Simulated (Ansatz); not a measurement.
Born–Oppenheimer molecular dynamics of CH₅F₂NOSi (11 atoms, charge 0, multiplicity 1). It starts at the highest image of a converged band. Of that band: Neighbouring images differ by up to 3.5 eV, so the band resolves the path poorly. A vibrational analysis at the climbing image gives one clearly imaginary mode, 1589i cm⁻¹: a first-order saddle point.

Method: Ansatz 0.2.0, RKS B3LYP-D4/def2-SVP.

| Quantity | Value |
| --- | --- |
| ensemble | NVE (velocity Verlet) |
| time step | 0.5 fs |
| steps asked | 200 |
| starting velocities drawn for | 100 K |
| seed | 5146 |

First frame:

```xyz
11
Properties=species:S:1:pos:R:3
N -0.476 -1.518 0.908
C 0.495 -0.202 0.792
F 1.671 -0.644 1.313
O 0.670 0.011 -0.561
Si 0.042 1.432 -1.176
F -1.578 1.286 -1.225
H -0.914 -1.776 0.021
H -0.048 -2.295 1.417
H -0.704 -0.477 1.428
H 0.368 2.600 -0.331
H 0.538 1.525 -2.566
```

Task: How far do the bonds stretch over the last three quarters of this one trajectory? (Pairs bonded in most of those frames.)

Result: 
| bond | mean (Å) | spread (Å) | shortest | longest |
| --- | --- | --- | --- | --- |
| N1–C2 | 1.464 | 0.126 | 1.26 | 1.67 |
| N1–H7 | 1.023 | 0.009 | 1.00 | 1.04 |
| N1–H8 | 1.021 | 0.011 | 0.99 | 1.05 |
| C2–F3 | 1.394 | 0.074 | 1.27 | 1.53 |
| C2–O4 | 1.415 | 0.095 | 1.26 | 1.58 |
| C2–H9 | 1.262 | 0.206 | 0.91 | 1.60 |
| O4–Si5 | 1.663 | 0.022 | 1.62 | 1.70 |
| Si5–F6 | 1.622 | 0.011 | 1.60 | 1.64 |
| Si5–H10 | 1.487 | 0.023 | 1.45 | 1.53 |
| Si5–H11 | 1.479 | 0.007 | 1.46 | 1.49 |

Mean temperature of the second half: 1485 K. The conserved energy stayed within 2.3 meV per atom of its start (net change 0.094 meV per atom), so there is no drift, though single steps change it by up to 23 meV in the whole system, a sign of fast motions only just resolved. The system heated up, since it started high on the potential surface and ran downhill. A run of 0.1 ps of so small a system gives no equilibrium averages. The orbitals stay closed-shell, which can raise the energy where a bond breaks towards radicals; this wasn't checked here.

The run took 10 min on 2 threads of Arm Neoverse V1, on a shared host, peak memory 0.26 GiB.
